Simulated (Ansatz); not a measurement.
Harmonic vibrations of the cluster Bi3 by finite differences.

```yaml
crystal:
  periodic: [false, false, false]
  atoms:
    - {symbol: Bi, position_ang: [-1.096101, 1.323237, 0.058193]}
    - {symbol: Bi, position_ang: [0.296686, -1.050372, 1.329667]}
    - {symbol: Bi, position_ang: [0.799425, -0.272864, -1.387860]}
basis:
  gaussian: {orbitals: def2-SVP}
magnetization: {spin_polarized: true, initial_magnetization: 1}
hamiltonian: {xc: pbe0, dispersion: d4}
scf: {omitted_lower_state_checks: [starts]}
phonons: {temperatures: {t_min: 298.15, t_max: 900, t_step: 200}}
```

```sh
$ ansatz run in.yaml --threads 4 --pin off --events-out ev --progress --plain --max-ram 3916MiB
```

It prints (some lines left out):

```
Functional definition: PBE0
mean field -17523.93335577 eV, -643.9926726760 hartree, gradient 3.3e-5 eV, S^2 0.950589; 0 other end points of the search recorded, 0 dependent functions left out
mean field -17523.93335280 eV, -643.9926725667 hartree, gradient 1.9e-6 eV, S^2 0.949631; 0 other end points of the search recorded, 0 dependent functions left out
mean field -17523.93330184 eV, -643.9926706939 hartree, gradient 1.6e-6 eV, S^2 0.951534; 0 other end points of the search recorded, 0 dependent functions left out
mean field -17523.93333509 eV, -643.9926719158 hartree, gradient 2.5e-6 eV, S^2 0.950224; 0 other end points of the search recorded, 0 dependent functions left out
mean field -17523.93336704 eV, -643.9926730901 hartree, gradient 2.2e-6 eV, S^2 0.950952; 0 other end points of the search recorded, 0 dependent functions left out
mean field -17523.93330496 eV, -643.9926708087 hartree, gradient 2.1e-6 eV, S^2 0.950760; 0 other end points of the search recorded, 0 dependent functions left out
mean field -17523.93337598 eV, -643.9926734186 hartree, gradient 1.6e-6 eV, S^2 0.950417; 0 other end points of the search recorded, 0 dependent functions left out
mean field -17523.93336352 eV, -643.9926729606 hartree, gradient 2.6e-6 eV, S^2 0.949853; 0 other end points of the search recorded, 0 dependent functions left out
mean field -17523.93332553 eV, -643.9926715646 hartree, gradient 2.4e-6 eV, S^2 0.951317; 0 other end points of the search recorded, 0 dependent functions left out
mean field -17523.93335249 eV, -643.9926725553 hartree, gradient 1.4e-6 eV, S^2 0.951360; 0 other end points of the search recorded, 0 dependent functions left out
mean field -17523.93333241 eV, -643.9926718176 hartree, gradient 1.6e-6 eV, S^2 0.949801; 0 other end points of the search recorded, 0 dependent functions left out
mean field -17523.93333748 eV, -643.9926720036 hartree, gradient 1.4e-6 eV, S^2 0.951687; 0 other end points of the search recorded, 0 dependent functions left out
mean field -17523.93334350 eV, -643.9926722249 hartree, gradient 1.6e-6 eV, S^2 0.949494; 0 other end points of the search recorded, 0 dependent functions left out
Total energy: -17524.07721626 eV, -643.9979594515 hartree
Atom 0 at    -1.096101     1.323237     0.058193 Å, force     0.006500    -0.012489     0.008676 eV/Å
Atom 1 at     0.296686    -1.050372     1.329667 Å, force    -0.007133     0.015418    -0.012853 eV/Å
Atom 2 at     0.799425    -0.272864    -1.387860 Å, force     0.000632    -0.002930     0.004177 eV/Å
Dipole moment:     0.049813    -0.016708    -0.087052 e Å
Vibrations: 95.19 112.16 167.82 cm⁻¹, zero-point energy 0.023258 eV
Checks for a lower state left out: starts
```

It took 20 s on 4 threads of Arm Neoverse V1 on a shared host.

In the def2 sets Bi takes a core potential; there is no spin–orbit coupling. The charge 0 doublet is spin-contaminated (final ⟨S²⟩ up to 0.95, 0.75 for a pure state). The structure comes from a short search, and lower isomers may exist.
